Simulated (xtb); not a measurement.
Job for xtb: GFN-FF on H2OPb (SMILES [OH][PbH]), a point of a torsion scan.

```
$ xtb mol.xyz --gfnff --sp --chrg 0 --uhf 0
4

O     -1.14423859     0.23363538     0.17582702
Pb     0.82426769     0.99819295    -0.12336568
H     -1.42985653    -0.62825480    -0.11010700
H      1.73345307    -0.62601410    -0.09467437
```

Program output:

```
[...]
           -------------------------------------------------
          |                Calculation Setup                |
           -------------------------------------------------



          ==================== Thresholds ====================
          CN  :   150.00000
          rep :   500.00000
          disp:  2500.00000
          HB1 :   250.00000
          HB2 :   450.00000

          Pauling EN used:
          Z : 1  EN :  2.20
          Z : 8  EN :  3.44
          Z :82  EN :  2.33
          electric field strengths (au): 0.000

           -------------------------------------------------
          |           Force Field Initialization            |
           -------------------------------------------------

          distances ...
          ----------------------------------------
          generating topology and atomic info file ...
          pair mat ...
          computing topology distances matrix with Floyd-Warshall algo ...
          making topology EEQ charges ...
          #fragments for EEQ constrain: 1
          ----------------------------------------
          generating topology and atomic info file ...
          pair mat ...
          computing topology distances matrix with Floyd-Warshall algo ...
          making topology EEQ charges ...
          #fragments for EEQ constrain: 1
          rings ...
          # BATM   2
          # H in HB   2
          doing iterative Hueckel for 1 subsystem(s) ...

  atom   neighbors  erfCN metchar sp-hybrid imet pi  qest     coordinates
    1  O       2    1.89   0.00         3    0    0  -0.478   -2.162298    0.441507    0.332265
    2  Pb      2    1.83   0.00         2    0    0   0.309    1.557640    1.886311   -0.233127
    3  H       1    0.98   0.00         0    0    0   0.206   -2.702037   -1.187230   -0.208072
    4  H       1    0.91   0.02         0    0    0  -0.037    3.275752   -1.182995   -0.178909

          #atoms :   4
          #bonds :   3
          #angl  :   2
          #tors  :   1
          #nmol  :   1
          #optfrag :   1
           -------------------------------------------------
          |                   G F N - F F                   |
          |          A general generic force-field          |
          |                  Version 1.0.3                  |
           -------------------------------------------------
          Number of HB bonds (bound hydrogen)     0
          Number of HB bonds (unbound hydrogen)   0
          Number of XB bonds                      0

 E+G (total)                   0 d,  0 h,  0 min,  0.000 sec
 distance/D3 list               ...        0 min,  0.000 sec (  0.796%)
 non bonded repulsion           ...        0 min,  0.000 sec ( 21.613%)
 dCN                            ...        0 min,  0.000 sec (  3.249%)
 EEQ energy and q               ...        0 min,  0.000 sec ( 10.154%)
 D3                             ...        0 min,  0.000 sec ( 15.682%)
 EEQ gradient                   ...        0 min,  0.000 sec (  8.817%)
 bonds                          ...        0 min,  0.000 sec ( 16.007%)
 bend and torsion               ...        0 min,  0.000 sec (  7.129%)
 bonded ATM                     ...        0 min,  0.000 sec (  2.100%)
 HB/XB (incl list setup)        ...        0 min,  0.000 sec (  9.198%)

         :::::::::::::::::::::::::::::::::::::::::::::::::::::
         ::                     SUMMARY                     ::
         :::::::::::::::::::::::::::::::::::::::::::::::::::::
         :: total energy              -0.310264331030 Eh    ::
         :: gradient norm              0.052447551065 Eh/a0 ::
         ::.................................................::
Note: The following floating-point exceptions are signalling: IEEE_UNDERFLOW_FLAG IEEE_DENORMAL
normal termination of xtb
         :: bond energy               -0.254035900361 Eh    ::
         :: angle energy               0.000295128472 Eh    ::
         :: torsion energy             0.000149159762 Eh    ::
         :: repulsion energy           0.020340718584 Eh    ::
         :: electrostat energy        -0.076164070338 Eh    ::
         :: dispersion energy         -0.000848654486 Eh    ::
         :: HB energy                  0.000000000000 Eh    ::
         :: XB energy                  0.000000000000 Eh    ::
         :: bonded atm energy         -0.000000712662 Eh    ::
         :: external energy            0.000000000000 Eh    ::
         :: add. restraining           0.000000000000 Eh    ::
         :: total charge               0.000000000000 e     ::
         :::::::::::::::::::::::::::::::::::::::::::::::::::::

           -------------------------------------------------
          |                Property Printout                |
           -------------------------------------------------

molecular dipole:
                 x           y           z       tot (Debye)
 q only:        0.791       0.154      -0.294       2.181

           -------------------------------------------------
          | TOTAL ENERGY               -0.310264331030 Eh   |
          | GRADIENT NORM               0.052447551065 Eh/α |
           -------------------------------------------------
########################################################################
[WARNING] Runtime exception occurred
-1- gfnff_setup: Could not read topology file.
########################################################################

------------------------------------------------------------------------
------------------------------------------------------------------------
 total:
 SCF:
```

The run finished.

Cost: around 0.03 core-seconds (rough).
